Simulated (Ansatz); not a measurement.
Molecule: sum formula H$_{4}$Si$_{2}$OF (charge 0, doublet). It need not be the lowest isomer of its formula. 
Structure (B3LYP-D3(BJ)/def2-TZVP (Ansatz, a quantum-chemistry and plane-wave program) minimum search):
SMILES: F[SiH2]O[SiH2]
```xyz
8

F     -1.7237     0.7099    -0.8053
Si    -1.1581    -0.4729     0.1127
O      0.3875    -0.1648     0.4999
Si     1.9096     0.3034     0.0794
H     -1.9591    -0.5069     1.3459
H     -1.2467    -1.7161    -0.6740
H      2.8353    -0.1908     1.1323
H      2.2627    -0.2834    -1.2440
```
Charge 0, spin multiplicity 2.

Wanted: atomisation energy (electronic, to ground-state atoms), in kJ/mol. Correlated levels leave the core frozen unless marked. UHF or UKS for open shells. No spin-orbit coupling. No relativistic terms. The coupled-cluster limit lacks core correlation, which all-electron functionals hold. CBS marks a two-point X^-3 extrapolation of the correlation energy; Hartree-Fock from the larger set.

```json
[
 {"level": "r2SCAN-D3(BJ)/def2-TZVPD", "program": "Ansatz + dftd3", "atomisation energy (kJ/mol)": "2776.0"},
 {"level": "B2PLYP/def2-TZVPD", "program": "Ansatz", "atomisation energy (kJ/mol)": "…"},
 {"level": "CCSD/cc-pV(D+d)Z", "program": "Ansatz", "atomisation energy (kJ/mol)": "2462.9"},
 {"level": "CCSD/aug-cc-pV(Q+d)Z", "program": "Ansatz", "atomisation energy (kJ/mol)": "…"},
 {"level": "CCSD(T)/CBS(aug-cc-pV(T+d)Z,aug-cc-pV(Q+d)Z)", "program": "Ansatz", "atomisation energy (kJ/mol)": "2793.5"}
]
```

**Question.** Some entries are withheld; supply them.

**Answer.** 
- B2PLYP/def2-TZVPD, atomisation energy (kJ/mol): 2733.0
- CCSD/aug-cc-pV(Q+d)Z, atomisation energy (kJ/mol): 2732.3
